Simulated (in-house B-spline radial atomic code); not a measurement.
A run on Fe III (Fe2+) (an excited or competing configuration) that did not converge. Method: scalar-relativistic (X2C) wB97X, spin-polarised, spherical fractional occupations, exact exchange averaged over the configuration, Fermi nucleus of rms radius 3.7377 fm; computed with a B-spline radial code for spherical atoms.

Command:
```bash
python run_scf.py task.json out
```
Settings (nuclear radius in fm, mass in u):
```
Z                26
configuration    [Ar] 3d5 4p1
hamiltonian      x2c
method           wb97x
spin_polarised   True
nucleus          fermi
rms_radius       3.7377
atomic_mass      55.93494
speed_of_light   137.035999084
exact_exchange   averaged over the configuration
```

First and last ten iterations of the last attempt (damped for 15 steps, keeping 80 % of the old Fock matrix, then DIIS):
```
 iter        energy (Eh)    residual
    1       -1259.372104    4.88e-01
    2       -1265.811904    4.92e-01
    3       -1268.442327    3.52e-01
    4       -1269.898333    2.44e-01
    5       -1270.664673    1.63e-01
    6       -1271.048489    1.05e-01
    7       -1271.232388    6.96e-02
    8       -1271.317484    4.80e-02
    9       -1271.355970    3.36e-02
   10       -1271.373204    2.36e-02
  111       -1271.387866    2.09e-06
  112       -1271.387866    2.36e-06
  113       -1271.387866    2.66e-06
  114       -1271.387866    2.42e-06
  115       -1271.387866    2.41e-06
  116       -1271.387866    3.10e-06
  117       -1271.387866    2.72e-06
  118       -1271.387866    4.61e-06
  119       -1271.387866    5.75e-06
  120       -1271.387866    2.36e-06
 not converged after 120 iterations
```

The smallest residual met was 7.7e-07; the threshold is about 3e-07. Over the last five steps the energy moves by less than 1e-08 hartree, but the orbitals didn't meet the threshold. Cost of the run: 20 s on 1 thread of Arm Neoverse N1, on a shared host.
